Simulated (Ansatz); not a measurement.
Basis-set extrapolation for C4H8Si, SMILES `C#CC[SiH2]C` (PBE0-D4/def2-TZVP geometry, frozen core, the Gaussian-basis code of Ansatz). Multiplicity 1, RHF reference.

```
                      def2-TZVPP   def2-QZVPP
                 HF  -445.081654  -445.097580
    MP2 correlation    -0.779566    -0.830026
CCSD(T) correlation    -0.864873      not run
```

Energies in hartree. Use E(X) = E(∞) + A·exp(−7.88·√X) for Hartree–Fock and E(X) = E(∞) + B·X^(−2.97) for correlation, with X = 3 and 4, and add CCSD(T) minus MP2 of the smaller set to the MP2 limit.

Question: What is the CCSD(T) energy at the basis-set limit?

Answer: HF limit: -445.097580 + (-0.015926) × 0.13774 = -445.09977. MP2 limit: -0.830026 + (-0.050460) × 0.74074 = -0.86740. Higher-order term: -0.864873 − (-0.779566) = -0.08531. Total: -446.05248 hartree, 66.5 kcal/mol below CCSD(T)/def2-TZVPP.
